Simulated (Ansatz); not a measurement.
A structure relaxed at PBE0-D4/def2-TZVP, charge 0, multiplicity 2:

Cartesian coordinates in Å:
```
Si -0.837 -0.488 1.542
O 0.086 0.340 0.460
Si 0.896 0.290 -0.945
Cl -0.020 -1.007 -2.245
H -2.039 -1.043 0.856
H -1.232 0.475 2.607
H 2.271 -0.204 -0.723
H 0.874 1.636 -1.552
```

Problem. Give its formula and SMILES.

Solution. ClH4OSi2, `[SiH2]O[SiH2]Cl`.

Problem. Summarise the bond lengths by kind.

Solution. 2 × O–Si 1.623 to 1.646 Å; 4 × H–Si 1.476 to 1.491 Å; 1 × Cl–Si 2.051 Å.

Results of the Gaussian-basis code of Ansatz.
